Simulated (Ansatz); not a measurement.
## Ligand exchange: C4H8O + Sc(CH3)(NH2)2 → C3H7NO + Sc(CH3)2(NH2)

Species: C4H8O (2-butanone) `CCC(C)=O`, singlet; Sc(CH3)(NH2)2, singlet; C3H7NO (propionamide) `CCC(N)=O`, singlet; Sc(CH3)2(NH2), singlet. The partners trade CH3 for NH2: C–CH3 and Sc–NH2 bonds give way to C–NH2 and Sc–CH3.

Shapes, held fixed at every level: PBE0-D4/def2-TZVP. Flexible molecules stand in one conformer, not always the lowest. Programs: Ansatz 0.2.0. Electronic energies: no zero-point or thermal term.

| level | kind | ΔE (kJ/mol) | less CCSD(T)/def2-TZVPP |
| --- | --- | --- | --- |
| HF/def2-TZVPP | Hartree–Fock | +71.5 | -7.4 |
| PBE-D4/def2-TZVPP | GGA | +64.8 | -14.1 |
| B3LYP-D4/def2-TZVPP | global hybrid | +71.5 | -7.4 |
| wB97M-V/def2-TZVPP | range-separated hybrid | +69.2 | -9.7 |
| wB97X-V/def2-TZVPP | range-separated hybrid | +69.3 | -9.6 |
| MP2/def2-TZVPP | perturbation theory | +79.2 | +0.3 |
| CCSD(T)/def2-TZVPP | coupled cluster or CI | +78.9 | 0.0 |

The highest level, CCSD(T)/def2-TZVPP, gives ΔE = +78.9 kJ/mol; the levels span +64.8 to +79.2. The column of differences is taken from that level and isn't an error. No measured value is set beside it here. Outer-core shells of Sc are correlated in most correlated rows, in sets that cover them unevenly.
